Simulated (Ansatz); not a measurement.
```yaml
crystal:
  periodic: [false, false, false]
  atoms:
    - {symbol: F, position_ang: [-1.478155, -1.134131, 3.771993]}
    - {symbol: Hf, position_ang: [0.034885, -0.200881, 0.010391]}
    - {symbol: F, position_ang: [4.021498, -1.378322, -0.164444]}
    - {symbol: F, position_ang: [-2.115152, -2.305913, -2.862975]}
    - {symbol: Cl, position_ang: [-0.353077, 4.857329, -0.846045]}
basis:
  gaussian: {orbitals: def2-SVPD}
hamiltonian: {xc: {name: B3LYP5}}
accuracy: high
```

```sh
$ ansatz run in.yaml --threads 4 --pin off --events-out ev --progress --plain --max-ram 10444MiB
```

Output, abridged:

```
Functional definition: B3LYP5
  name "B3LYP5"
  cite "Stephens, Devlin, Chabalowski & Frisch, J. Phys. Chem. 98, 11623 (1994) doi:10.1021/j100096a001"
  cite "Becke, Phys. Rev. A 38, 3098 (1988) doi:10.1103/PhysRevA.38.3098"
  cite "Lee, Yang & Parr, Phys. Rev. B 37, 785 (1988) doi:10.1103/PhysRevB.37.785"
  cite "Vosko, Wilk & Nusair, Can. J. Phys. 58, 1200 (1980) doi:10.1139/p80-159"
  parameter a0 = 0.2
  parameter ax = 0.72
  parameter ac = 0.81
  exchange = (1 - a0 - ax)*slater_x + ax*b88_x + a0*exact_x
  correlation = (1 - ac)*vwn5_c + ac*lyp_c
2409 factors; integrals over basis functions are off by at most 1.8e-7 eV
mean field evaluation 1: about -21911.5514 eV, gradient 9.3e1 eV
mean field evaluation 2: about -20191.8407 eV, gradient 4.5e2 eV
mean field evaluation 4: about -21123.5704 eV, gradient 2.6e2 eV
mean field evaluation 8: about -21948.7616 eV, gradient 2.8e0 eV
mean field evaluation 16: about -21949.0369 eV, gradient 2.5e-4 eV
mean field -21949.03692042 eV, -806.6122292338 hartree, gradient 2.3e-8 eV, S^2 0.000000; 10 other end points of the search recorded, 0 dependent functions left out
reference -21949.03697548 eV, -806.6122312573 hartree; 28, 28 occupied and 103, 103 virtual orbitals, 2409 factors
Total energy: -21949.03697548 eV, -806.6122312573 hartree
```

Task: Something in this input is off. What?

Result: The geometry is stretched to more than twice its size. The calculation finished and met its thresholds. The result belongs to that input, not to the molecule as meant.

B3LYP here is the variant with VWN-RPA as its local correlation; programs differ in this.
